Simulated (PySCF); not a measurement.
**Two-component Hartree-Fock for Mo⁺ (molybdenum, charge +1)**

Start: [Kr] 4d5; 4d3/2 filled at m_j = -3/2, -1/2, +1/2, +3/2; 4d5/2 filled at m_j = +5/2. Calculated with PySCF 2.14 in x2c-SVPall-2c with one added diffuse shell each of s, p, d type (7s9p7d1f, 76 functions): generalised Hartree-Fock with the X2C-1e Hamiltonian and a Gaussian nucleus; one run each with spin-orbit coupling (SO) switched off, then screened by Boettger's factors.

| spinor shell | electrons | ε, spin-free (eV) | ε, screened SO (eV) | weight of nominal j (screened SO) | rms radius, screened SO (bohr) |
| --- | --- | --- | --- | --- | --- |
| 1s1/2 | 2 | -20110.5 | -20109.5 | 1.000 | 0.0404 |
| 2s1/2 | 2 | -2920.1 | -2919.8 | 1.000 | 0.166 |
| 2p1/2 | 2 | -2605.5 | -2679.1 | 1.000 | 0.145 |
| 2p3/2 | 4 | -2605.5 | -2570.8 | 1.000 | 0.149 |
| 3s1/2 | 2 | -534.49 | -534.42 | 1.000 | 0.456 |
| 3p1/2 | 2 | -428.35 | -440.97 | 1.000 | 0.455 |
| 3d3/2 | 4 | -255.57 | -257.71 | 0.969 | 0.452 |
| 3d5/2 | 6 | -255.57 | -254.08 | 0.979 | 0.455 |
| 4s1/2 | 2 | -85.697 | -85.685 | 1.000 | 1.19 |
| 4p1/2 | 2 | -54.657 | -59.467 | 0.652 | 1.34 |
| 4p3/2 | 4 | -54.657 | -52.300 | 0.826 | 1.34 |
| 4d3/2 | 4 | -16.372 | -16.398 | 0.524 | 2.01 |
| 4d5/2 | 1 | -16.372 | -16.260 | 1.000 | 2.03 |

Problem. Where does 3p3/2 lie, and what is the 3p spin-orbit splitting (screened SO)?

Solution. At -422.39 eV, 18.582 eV above 3p1/2.

```tsv
quantity	spin-free	screened SO
E (hartree)	-4045.37883	-4045.83484
M_J	5/2	5/2
⟨J²⟩	8.752	8.753
⟨L²⟩	0.000	0.014
⟨S²⟩	8.752	8.748
```

Each row is a mean over spinors that exchange with the open shell spreads, by up to 8.255 eV (4p3/2).

Rows whose weight is well below 1 are mixtures of j = l ± 1/2: exchange outweighs spin-orbit coupling there, and the label is only the starting occupation.

Breit and QED terms are absent; they matter most for the inner s and p1/2 levels.

Densities and radii are taken from the X2C orbitals without a picture-change correction, which distorts them close to the nucleus.

Without spin-orbit coupling the j labels of p, d and f shells carry no meaning; the spin-free column gives the mean over the occupied spinors of each nl shell.
